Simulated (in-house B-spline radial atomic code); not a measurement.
Inner levels of manganese as electrons are removed. A shift is the extra binding of the orbital against the neutral atom ([Ar] 3d3/2(4) 3d5/2(1) 4s2). The density at the nucleus is averaged over the nuclear charge. Computed with a B-spline radial code for spherical atoms: Dirac-Hartree-Fock, jj configuration that fills j = l - 1/2 first, finite nuclei.

A number in brackets counts the electrons of a j subshell.

| ion | configuration | shift of 2p3/2 (eV) | shift of 2p1/2 (eV) | shift of 1s1/2 (eV) | radius of 2p3/2 (bohr) | radius of 2p1/2 (bohr) | radius of 1s1/2 (bohr) | Σ<r²> (bohr²) | change of density at nucleus (bohr⁻³) |
| --- | --- | --- | --- | --- | --- | --- | --- | --- | --- |
| Mn | [Ar] 3d3/2(4) 3d5/2(1) 4s2 | 0 | 0 | 0 | 0.24709 | 0.24478 | 0.06086 | 42.567 | - |
| Mn+ | [Ar] 3d3/2(4) 3d5/2(1) 4s1 | 7.9888 | 8.0058 | 8.0845 | 0.24709 | 0.24479 | 0.06086 | 26.473 | -2.8189 |
| Mn2+ | [Ar] 3d3/2(4) 3d5/2(1) | 17.604 | 17.649 | 17.866 | 0.24708 | 0.24479 | 0.060859 | 16.148 | -8.1481 |
| Mn3+ | [Ar] 3d3/2(4) | 37.122 | 37.701 | 36.95 | 0.24699 | 0.24489 | 0.060861 | 13.11 | -5.4118 |
| Mn4+ | [Ar] 3d3/2(3) | 60.499 | 60.775 | 59.467 | 0.24696 | 0.24474 | 0.060864 | 10.931 | -1.3149 |
| Mn5+ | [Ar] 3d3/2(2) | 86.933 | 86.782 | 84.922 | 0.24688 | 0.24449 | 0.060867 | 9.2269 | 3.9527 |
| Mn6+ | [Ar] 3d3/2(1) | 116.22 | 115.51 | 113.15 | 0.24675 | 0.24417 | 0.06087 | 7.8384 | 10.33 |
| Mn7+ | [Ne] 3s2 3p6 | ? | ? | ? | ? | ? | ? | ? | ? |
| Mn8+ | [Ne] 3s2 3p1/2(2) 3p3/2(3) | 181.95 | 181.29 | 180.7 | 0.24666 | 0.24329 | 0.060868 | 5.6774 | 28.823 |
| Mn9+ | [Ne] 3s2 3p1/2(2) 3p3/2(2) | 217.23 | 217.38 | 219.28 | 0.24629 | 0.24277 | 0.06086 | 4.766 | 40.671 |
| Mn10+ | [Ne] 3s2 3p1/2(2) 3p3/2(1) | 254.01 | 255.05 | 259.78 | 0.24587 | 0.24221 | 0.060852 | 3.9308 | 53.326 |
| Mn11+ | [Ne] 3s2 3p1/2(2) | 292.27 | 294.26 | 302.19 | 0.2454 | 0.24159 | 0.060843 | 3.1626 | 66.793 |
| Mn12+ | [Ne] 3s2 3p1/2(1) | ? | ? | ? | ? | ? | ? | ? | ? |
| Mn13+ | [Ne] 3s2 | 375.2 | 374.05 | 393.23 | 0.244 | 0.24126 | 0.060821 | 1.8072 | 95.385 |
| Mn14+ | [Ne] 3s1 | 417.4 | 416.3 | 439.36 | 0.24338 | 0.24066 | 0.060818 | 1.1921 | -6.6493 |
| Mn15+ | [He] 2s2 2p6 | 460.79 | 459.75 | 486.99 | 0.24272 | 0.24002 | 0.060814 | 0.61453 | -117.28 |
| Mn16+ | [He] 2s2 2p1/2(2) 2p3/2(3) | ? | ? | ? | ? | ? | ? | ? | ? |
| Mn17+ | [He] 2s2 2p1/2(2) 2p3/2(2) | 652.5 | 649.06 | 735.95 | 0.23312 | 0.23078 | 0.060671 | 0.43795 | -20.162 |
| Mn18+ | [He] 2s2 2p1/2(2) 2p3/2(1) | 752.73 | 748.01 | 866.96 | 0.22863 | 0.22644 | 0.060591 | 0.35965 | 31.72 |

(1) Fill in the row of Mn7+.

(2) Fill in the row of Mn12+.

(3) Fill in the row of Mn16+.

Results:

(1) shift of 2p3/2 (eV): 148.22; shift of 2p1/2 (eV): 146.81; shift of 1s1/2 (eV): 144.06; radius of 2p3/2 (bohr): 0.24657; radius of 2p1/2 (bohr): 0.24374; radius of 1s1/2 (bohr): 0.060874; Σ<r²> (bohr²): 6.6762; change of density at nucleus (bohr⁻³): 17.777.

(2) shift of 2p3/2 (eV): 332.96; shift of 2p1/2 (eV): 333.43; shift of 1s1/2 (eV): 346.73; radius of 2p3/2 (bohr): 0.24473; radius of 2p1/2 (bohr): 0.24168; radius of 1s1/2 (bohr): 0.060832; Σ<r²> (bohr²): 2.4573; change of density at nucleus (bohr⁻³): 80.682.

(3) shift of 2p3/2 (eV): 555.19; shift of 2p1/2 (eV): 552.96; shift of 1s1/2 (eV): 609.28; radius of 2p3/2 (bohr): 0.23781; radius of 2p1/2 (bohr): 0.2353; radius of 1s1/2 (bohr): 0.060745; Σ<r²> (bohr²): 0.52267; change of density at nucleus (bohr⁻³): -69.822.
